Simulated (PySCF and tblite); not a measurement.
Results of a calculation; reference values are marked as such.
C7H14, numbered as in [CH3:1][CH:2]1[CH2:3][CH2:4][CH2:5][CH2:6][CH2:7]1.

Geometries PBE0-D3(BJ)/def2-SVP; weights from PBE0-D3(BJ)/def2-TZVP energies and GFN2-xTB thermal corrections, with symmetry numbers and mirror pairs. Conformers within 4 kcal/mol (GFN2-xTB free energy) were kept, 5 at most. (PySCF 2.14, tblite 0.8.)

Rotational constants are equilibrium values for the commonest isotopes; dipoles come from the energy level named.

The 6-ring runs over atoms 2–3–4–5–6–7.

| conformer | shape | symmetry | weight % |
| --- | --- | --- | --- |
| 1 | 6-ring chair (all substituents equatorial) | Cs | 96.7 |
| 2 | 6-ring chair (C1 axial) | Cs | 3.3 |

Sets of constants, in random order:

```csv
set,A (MHz),B (MHz),C (MHz),abs μa (D),abs μb (D),abs μc (D)
P,3514,2537,1929,0.01,0.00,0.07
Q,4228,2195,1595,0.09,0.00,0.08
```

(1) Match each set to its conformer.

## Answers

(1) P is conformer 2, Q is conformer 1.
